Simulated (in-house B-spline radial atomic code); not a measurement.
**Rh IV (Rh3+): [Kr] (4d3/2)1 (4d5/2)4 (8f5/2)1 (an excited or competing configuration)**

Method: Dirac-Hartree-Fock, average of the jj configuration, Fermi nucleus of rms radius 4.4945 fm. Calculated with a radial B-spline atomic code at the basis-set limit.

Z_r = [3n² - l(l+1)]/(2<r>); Z_e = n√(-2ε); the last column is Slater's effective charge. Values are occupation-weighted means over j. An effective charge above Z reflects the relativistic contraction of the inner shells.

```
shell  electrons   ε (eV)  <r> (bohr)    Z_r    Z_e  Slater
   1s          2   -23412     0.03262  45.99  41.48   44.70
   2s          2  -3521.4      0.1413  42.46  32.18   40.85
   2p          6  -3156.7      0.1236  40.45  30.46   40.85
   3s          2  -708.17       0.388  34.79  21.64   33.75
   3p          6  -584.79      0.3881  32.21  19.67   33.75
   3d         10  -386.69      0.3693  28.44  15.99   23.85
   4s          2  -152.08      0.9718  24.70  13.37   17.25
   4p          6  -113.49       1.056  21.79  11.55   17.25
   4d          5  -60.246       1.308  16.06   8.42    7.60
   8f          1  -3.5776       21.16   4.25   4.10    4.00
```

The least bound orbital is 8f5/2 at -3.578 eV, and it is also the most diffuse (<r> = 21.16 bohr).

For the 1s electron the small component carries 2.71 % of the norm, the zero-frequency Breit interaction raises the level by 48.29 eV, self-energy by 26.75 eV, and vacuum polarisation lowers it by 3.249 eV.
